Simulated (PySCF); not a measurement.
C5H10O2SSi2.
SMILES with atom numbers: `[SiH3:1][C@H:2]([O:3][SiH2:4][SH:5])[c:6]1[cH:7][cH:8][cH:9][o:10]1`

NICS = −σ at a ghost point: NICS(0) at the centroid of the ring atoms, NICS(1) 1 Å to either side along the normal of their mean plane, zz for the tensor component along that normal. Level: GIAO PBE0/pcSseg-1 (PySCF, non-relativistic, gas phase) on the GFN2-xTB geometry, one conformer.

Ring bond lengths (Å), with Mayer bond orders in brackets: C6–C7 1.365 (1.55), C7–C8 1.417 (1.26), C8–C9 1.358 (1.61), C9–O10 1.349 (1.08), O10–C6 1.350 (1.03).

Task: Give the NICS values of each ring in ppm.

Result: 
| ring | type | NICS(0) | NICS(1), two faces | NICS(1)zz, two faces | rms pucker (Å) | centre to ring atoms, mean (Å) |
| --- | --- | --- | --- | --- | --- | --- |
| C6–C7–C8–C9–O10 | 5-membered ring with O; formal bonds all aromatic | -11.5 | -9.9 / -10.1 | -25.6 / -25.9 | 0.00 | 1.16 |

Task: What do they say, and how far can they be read as aromaticity?

Result: 
- C6–C7–C8–C9–O10: mean NICS(1)zz -25.7 ppm, shielded. The ring is flat and has no four-coordinate atom; by the NICS criterion it is aromatic.

Task: What does the geometric index give? Use HOMA with the parameters of Krygowski (1993).

Result: 
- C6–C7–C8–C9–O10: HOMA 0.43; the largest term is that of O10–C6, α(R − Ropt)² = 1.13.

Task: At the second NICS(1) probe listed for ring C6–C7–C8–C9–O10, 1 Å off the ring, how large is the induced field along the normal in 9.4 T applied along it?

Result: NICSzz × B0 = -25.9 ppm × 9.4 T = -243 μT, against the applied field.

Task: How shielded are the nuclei of the rings and their hydrogens (means over atoms taken as equivalent)?

Result: 
```tsv
atoms	environment	σ isotropic (ppm)	principal values of the symmetric part, first atom (ppm)
C6	substituted aromatic carbon	26.5	-46.9, 32.0, 94.5
C7	aromatic CH carbon	72.6	-11.2, 61.5, 167.5
C8	aromatic CH carbon	68.3	-20.7, 64.0, 161.7
C9	aromatic CH next to a ring oxygen	40.8	-36.8, 52.3, 107.1
O10	furan-type oxygen	37.2	-93.2, -35.4, 240.2
H on C7	aromatic hydrogen	25.04	22.3, 23.9, 28.9
H on C8	aromatic hydrogen	24.97	23.0, 25.5, 26.4
H on C9	aromatic hydrogen	24.27	21.3, 25.1, 26.4
```

Time: 2.2 min wall (with the writing of density and orbital grids); peak memory 1.1 GiB. Hardware: an Arm Neoverse N1 with one thread, shared host. This is the whole shielding run at PBE0/pcSseg-1, SCF included.

Conformer computed: `[SiH3:1][C@H:2]([O:3][SiH2:4][SH:5])[c:6]1[cH:7][cH:8][cH:9][o:10]1`: Si1–C2–O3–Si4 172°, C2–O3–Si4–S5 178°, Si1–C2–C6–C7 82°, H–S5–Si4–O3 0°.
